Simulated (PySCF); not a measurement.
PySCF input file for C₇H₇, SMILES c1cc(ccc1)[CH2], multiplicity 2, TDA-PBE/def2-SVPD. Geometry optimised at ωB97X-D3(BJ)/def2-SVP.

```python
import numpy as np
from pyscf import gto, scf, dft, tdscf

mol = gto.M(
    atom='''
    C     0.00000000   -0.00000001    2.40443664
    C     0.00000000   -0.00000000    0.99386881
    C     0.00000000   -1.21855815    0.25274365
    C     0.00000000   -1.21243316   -1.13452952
    C     0.00000000   -0.00000000   -1.83990237
    C     0.00000000    1.21243315   -1.13452952
    C     0.00000000    1.21855816    0.25274365
    H     0.00000000   -0.93804069    2.96553667
    H     0.00000000    0.93804068    2.96553667
    H     0.00000000   -2.16721613    0.79791951
    H     0.00000000   -2.15991274   -1.68130843
    H     0.00000000    0.00000001   -2.93328357
    H     0.00000000    2.15991276   -1.68130842
    H     0.00000000    2.16721613    0.79791951
    ''',
    basis='def2-SVPD',
    charge=0,
    spin=1,
    max_memory=1600,
    verbose=4,
)
mf = dft.UKS(mol, xc='pbe').density_fit(auxbasis='def2-universal-jkfit')
mf.grids.level = 3
mf.conv_tol = 1e-9
mf.max_cycle = 100
mf.kernel()
fine, coarse = mf.grids, dft.Grids(mol).set(level=1).build(with_non0tab=True)
for _ in range(3):  # follow internal instabilities
    mf.grids = coarse
    mo, _, stable, _ = mf.stability(return_status=True, nroots=4)
    mf.grids = fine
    if stable:
        break
    mf.kernel(mf.make_rdm1(mo, mf.mo_occ))
mf.grids = dft.Grids(mol).set(level=1).build(with_non0tab=True)  # coarser grid for the response kernel
td = tdscf.TDA(mf)
td.nstates = 10
td.conv_tol = 1e-4
td.positive_eig_threshold = 1e-6
td.kernel(x0=td.get_init_guess(mf, 15))
td.analyze()
```

Output:

```
PySCF version 2.14.0

[INPUT] verbose = 4
[INPUT] num. atoms = 14
[INPUT] num. electrons = 49
[INPUT] charge = 0
[INPUT] spin (= nelec alpha-beta = 2S) = 1
[INPUT] symmetry False subgroup None
[INPUT] Mole.unit = angstrom
[INPUT] Symbol           X                Y                Z      unit          X                Y                Z       unit  Magmom
[INPUT]  1 C      0.000000000000  -0.000000010000   2.404436640000 AA    0.000000000000  -0.000000018897   4.543726733469 Bohr   0.0
[INPUT]  2 C      0.000000000000   0.000000000000   0.993868810000 AA    0.000000000000   0.000000000000   1.878139854647 Bohr   0.0
[INPUT]  3 C      0.000000000000  -1.218558150000   0.252743650000 AA    0.000000000000  -2.302741170357   0.477616278223 Bohr   0.0
[INPUT]  4 C      0.000000000000  -1.212433160000  -1.134529520000 AA    0.000000000000  -2.291166616741  -2.143950073034 Bohr   0.0
[INPUT]  5 C      0.000000000000   0.000000000000  -1.839902370000 AA    0.000000000000   0.000000000000  -3.476911575238 Bohr   0.0
[INPUT]  6 C      0.000000000000   1.212433150000  -1.134529520000 AA    0.000000000000   2.291166597844  -2.143950073034 Bohr   0.0
[INPUT]  7 C      0.000000000000   1.218558160000   0.252743650000 AA    0.000000000000   2.302741189254   0.477616278223 Bohr   0.0
[INPUT]  8 H      0.000000000000  -0.938040690000   2.965536670000 AA    0.000000000000  -1.772639997798   5.604052118655 Bohr   0.0
[INPUT]  9 H      0.000000000000   0.938040680000   2.965536670000 AA    0.000000000000   1.772639978901   5.604052118655 Bohr   0.0
[INPUT] 10 H      0.000000000000  -2.167216130000   0.797919510000 AA    0.000000000000  -4.095444938440   1.507849343347 Bohr   0.0
[INPUT] 11 H      0.000000000000  -2.159912740000  -1.681308430000 AA    0.000000000000  -4.081643531559  -3.177212463622 Bohr   0.0
[INPUT] 12 H      0.000000000000   0.000000010000  -2.933283570000 AA    0.000000000000   0.000000018897  -5.543102592986 Bohr   0.0
[INPUT] 13 H      0.000000000000   2.159912760000  -1.681308420000 AA    0.000000000000   4.081643569353  -3.177212444725 Bohr   0.0
[INPUT] 14 H      0.000000000000   2.167216130000   0.797919510000 AA    0.000000000000   4.095444938440   1.507849343347 Bohr   0.0

nuclear repulsion = 259.303805769045
number of shells = 84
number of NR pGTOs = 280
number of NR cGTOs = 196
basis = def2-SVPD
ecp = {}


[settings echo left out]
init E= -270.992170906458
  alpha nocc = 25  HOMO = -0.212969529611185  LUMO = -0.113624269354072
  beta  nocc = 24  HOMO = -0.308984196560504  LUMO = -0.212969529611186

WARN: HOMO -0.212969529611185 >= LUMO -0.212969529611186

cycle= 1 E= -270.307804895684  delta_E= 0.684  |g|= 0.317  |ddm|= 14.3
  alpha nocc = 25  HOMO = -0.0939324859627915  LUMO = 0.0269328431381672
  beta  nocc = 24  HOMO = -0.154699741521265  LUMO = -0.0624211781386528
  HOMO = -0.0939324859628  LUMO = -0.0624211781387  gap/eV = 0.85747
cycle= 2 E= -270.245559259823  delta_E= 0.0622  |g|= 0.463  |ddm|= 4.14
  alpha nocc = 25  HOMO = -0.15669039723139  LUMO = -0.0439441395638789
  beta  nocc = 24  HOMO = -0.236293473027433  LUMO = -0.121089058938957
  HOMO = -0.156690397231  LUMO = -0.121089058939  gap/eV = 0.96876
cycle= 3 E= -270.369282632677  delta_E= -0.124  |g|= 0.0756  |ddm|= 2.58
  alpha nocc = 25  HOMO = -0.165323242238569  LUMO = -0.0404758200180821
  beta  nocc = 24  HOMO = -0.23166949456151  LUMO = -0.127035879864522
  HOMO = -0.165323242239  LUMO = -0.127035879865  gap/eV = 1.04185
cycle= 4 E= -270.371597395869  delta_E= -0.00231  |g|= 0.0416  |ddm|= 0.308
  alpha nocc = 25  HOMO = -0.162521803085395  LUMO = -0.0417430142590045
  beta  nocc = 24  HOMO = -0.233169959107954  LUMO = -0.122081573352822
  HOMO = -0.162521803085  LUMO = -0.122081573353  gap/eV = 1.10043
cycle= 5 E= -270.372588198927  delta_E= -0.000991  |g|= 0.0168  |ddm|= 0.158
  alpha nocc = 25  HOMO = -0.16345871130998  LUMO = -0.0416007275882717
  beta  nocc = 24  HOMO = -0.232929055009124  LUMO = -0.121869010675124
  HOMO = -0.16345871131  LUMO = -0.121869010675  gap/eV = 1.13171
cycle= 6 E= -270.372734445725  delta_E= -0.000146  |g|= 0.00928  |ddm|= 0.0612
  alpha nocc = 25  HOMO = -0.163726176445683  LUMO = -0.041213049586561
  beta  nocc = 24  HOMO = -0.232637721576403  LUMO = -0.121267245420982
  HOMO = -0.163726176446  LUMO = -0.121267245421  gap/eV = 1.15537
cycle= 7 E= -270.372785404575  delta_E= -5.1e-05  |g|= 0.00275  |ddm|= 0.0294
  alpha nocc = 25  HOMO = -0.163939746105697  LUMO = -0.041323439746308
  beta  nocc = 24  HOMO = -0.232763591406815  LUMO = -0.12106644913587
  HOMO = -0.163939746106  LUMO = -0.121066449136  gap/eV = 1.16664
cycle= 8 E= -270.37278957948  delta_E= -4.17e-06  |g|= 0.00175  |ddm|= 0.0116
  alpha nocc = 25  HOMO = -0.164002578467725  LUMO = -0.0413224221120014
  beta  nocc = 24  HOMO = -0.23276995509247  LUMO = -0.120902360448006
  HOMO = -0.164002578468  LUMO = -0.120902360448  gap/eV = 1.17282
cycle= 9 E= -270.372791557089  delta_E= -1.98e-06  |g|= 0.000259  |ddm|= 0.00631
  alpha nocc = 25  HOMO = -0.164029468474896  LUMO = -0.0412874194341395
  beta  nocc = 24  HOMO = -0.23273480051262  LUMO = -0.12090857302319
  HOMO = -0.164029468475  LUMO = -0.120908573023  gap/eV = 1.17338
cycle= 10 E= -270.372791638841  delta_E= -8.18e-08  |g|= 0.000125  |ddm|= 0.00209
  alpha nocc = 25  HOMO = -0.164011514798295  LUMO = -0.0412900773167526
  beta  nocc = 24  HOMO = -0.232742914233838  LUMO = -0.120891874750536
  HOMO = -0.164011514798  LUMO = -0.120891874751  gap/eV = 1.17335
cycle= 11 E= -270.372791650866  delta_E= -1.2e-08  |g|= 0.000111  |ddm|= 0.000833
  alpha nocc = 25  HOMO = -0.164022153991413  LUMO = -0.0412948841423479
  beta  nocc = 24  HOMO = -0.232747367750795  LUMO = -0.120901897276638
  HOMO = -0.164022153991  LUMO = -0.120901897277  gap/eV = 1.17336
cycle= 12 E= -270.372791657961  delta_E= -7.1e-09  |g|= 3.92e-05  |ddm|= 0.000489
  alpha nocc = 25  HOMO = -0.164018558365371  LUMO = -0.0412891090471028
  beta  nocc = 24  HOMO = -0.232741609026728  LUMO = -0.120899957529747
  HOMO = -0.164018558365  LUMO = -0.12089995753  gap/eV = 1.17332
cycle= 13 E= -270.372791659717  delta_E= -1.76e-09  |g|= 1.47e-05  |ddm|= 0.000297
  alpha nocc = 25  HOMO = -0.164019040610528  LUMO = -0.0412906077734467
  beta  nocc = 24  HOMO = -0.232743609469307  LUMO = -0.120901231419589
  HOMO = -0.164019040611  LUMO = -0.12090123142  gap/eV = 1.17330
cycle= 14 E= -270.372791659876  delta_E= -1.59e-10  |g|= 5.16e-06  |ddm|= 0.000117
  alpha nocc = 25  HOMO = -0.164019340841209  LUMO = -0.0412901271028723
  beta  nocc = 24  HOMO = -0.232743007054031  LUMO = -0.120901479366449
  HOMO = -0.164019340841  LUMO = -0.120901479366  gap/eV = 1.17330
Extra cycle  E= -270.372791659828  delta_E= 4.82e-11  |g|= 1.03e-05  |ddm|= 3.99e-05
converged SCF energy = -270.372791659828  <S^2> = 0.76387395  2S+1 = 2.0138262
tot grids = 53568
uhf_internal: lowest eigs of H = [0.94808953 0.95289061 0.95814824 0.95950151]
<class 'pyscf.df.df_jk.DFUKS'> wavefunction is stable in the internal stability analysis
tot grids = 53568
Overwritten attributes  positive_eig_threshold  of <class 'pyscf.tdscf.uks.TDA'>


******** <class 'pyscf.tdscf.uks.TDA'> for <class 'pyscf.df.df_jk.DFUKS'> ********
nstates = 10
deg_eia_thresh = 1.000e-03
wfnsym = None
conv_tol = 0.0001
eigh lindep = 1e-12
eigh level_shift = 0
eigh max_cycle = 100


Excitation energies (eV)
[2.91747627 3.32742013 3.58452707 4.4910095  4.70302356 4.76549023
 5.00768062 5.13619768 5.17096185 5.30169226]

** Excitation energies and oscillator strengths **
Excited State   1:      2.91748 eV    424.97 nm  f=0.0002
      25a ->   26a     -0.64622
      24b ->   25b     -0.75920
Excited State   2:      3.32742 eV    372.61 nm  f=0.0021
      25a ->   27a      0.65280
      23b ->   25b      0.74915
Excited State   3:      3.58453 eV    345.89 nm  f=0.0264
      24a ->   27a     -0.12532
      25a ->   26a      0.73889
      23b ->   26b      0.14262
      24b ->   25b     -0.62303
Excited State   4:      4.49101 eV    276.07 nm  f=0.0003
      24a ->   26a      0.69676
      20b ->   25b      0.10035
      24b ->   26b      0.69070
Excited State   5:      4.70302 eV    263.63 nm  f=0.0018
      25a ->   28a     -0.99910
Excited State   6:      4.76549 eV    260.17 nm  f=0.0000
      22b ->   25b     -0.99855
Excited State   7:      5.00768 eV    247.59 nm  f=0.3430
      24a ->   26a     -0.19273
      25a ->   27a     -0.68214
      20b ->   25b     -0.22327
      23b ->   25b      0.57571
      24b ->   26b      0.25525
Excited State   8:      5.13620 eV    241.39 nm  f=0.0000
      25a ->   29a      0.13324
      21b ->   25b     -0.98928
Excited State   9:      5.17096 eV    239.77 nm  f=0.0009
      25a ->   29a     -0.99018
      21b ->   25b     -0.13393
Excited State  10:      5.30169 eV    233.86 nm  f=0.0000
      25a ->   30a     -0.99855

** Transition electric dipole moments (AU) **
state          X           Y           Z        Dip. S.      Osc.
  1        -0.0000     -0.0588      0.0000      0.0035      0.0002
  2        -0.0000      0.0000      0.1611      0.0259      0.0021
  3        -0.0000     -0.5485      0.0000      0.3009      0.0264
  4         0.0000      0.0000     -0.0558      0.0031      0.0003
  5         0.1257     -0.0000     -0.0000      0.0158      0.0018
  6         0.0000     -0.0000     -0.0000      0.0000      0.0000
  7         0.0000     -0.0000      1.6721      2.7960      0.3430
  8        -0.0123     -0.0000     -0.0000      0.0002      0.0000
  9        -0.0864     -0.0000     -0.0000      0.0075      0.0009
 10        -0.0000      0.0000      0.0000      0.0000      0.0000

** Transition velocity dipole moments (imaginary part, AU) **
state          X           Y           Z        Dip. S.      Osc.
  1        -0.0000      0.0067      0.0000      0.0000      0.0003
  2        -0.0000     -0.0000     -0.0085      0.0001      0.0004
  3         0.0000      0.0674     -0.0000      0.0045      0.0230
  4         0.0000     -0.0000      0.0010      0.0000      0.0000
  5         0.0289     -0.0000     -0.0000      0.0008      0.0032
  6         0.0000     -0.0000     -0.0000      0.0000      0.0000
  7         0.0000      0.0000      0.0436      0.0019      0.0069
  8         0.0039     -0.0000     -0.0000      0.0000      0.0001
  9        -0.0303     -0.0000     -0.0000      0.0009      0.0032
 10        -0.0000      0.0000      0.0000      0.0000      0.0000

** Transition magnetic dipole moments (imaginary part, AU) **
state          X           Y           Z
  1        -0.2522     -0.0000      0.0000
  2        -0.0000      0.0000     -0.0000
  3         0.8939      0.0000      0.0000
  4        -0.0000     -0.0000     -0.0000
  5         0.0000     -0.1499      0.0000
  6         0.0000      0.0000     -0.0067
  7        -0.0000      0.0000     -0.0000
  8         0.0000     -0.2861      0.0000
  9        -0.0000      0.5179     -0.0000
 10         0.0000      0.0000      0.1187
```

Self-consistency was reached.
